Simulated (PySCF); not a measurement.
Hf(O)2 anion (HfO₂), SMILES [O]=[Hf]=[O] (connectivity only; charge and spin as stated), charge -1, multiplicity 2. Geometry: B3LYP-D3(BJ)/def2-TZVPD. The multiplicity is an assumed one; other spin states were not compared. The isomer is the one that the SMILES or the coordinates give; other isomers of the formula were not compared. The def2 effective core potentials stand for the cores of Hf; spin–orbit coupling is left out.

Computed with B3LYP-D3(BJ)/def2-TZVPD (PySCF 2.14.0).

Harmonic wavenumbers (cm⁻¹): 258, 761, 845. Rotational constants (GHz): 17.65, 6.884, 4.953; symmetry number 2.

Work out the zero-point energy and the ideal-gas rigid-rotor harmonic-oscillator thermochemistry at 298.15 K and 1 atm.

ZPE = ½ Σ hcν = ½ × 1863 cm⁻¹ = 2.66 kcal/mol. H − E(el) = 5.43 kcal/mol. Entropy in cal/(mol K): translation 41.94, rotation 22.42, vibration 2.09, spin 1.38, total 67.82. G − E(el) = -14.79 kcal/mol. Cp = 11.00 cal/(mol K).
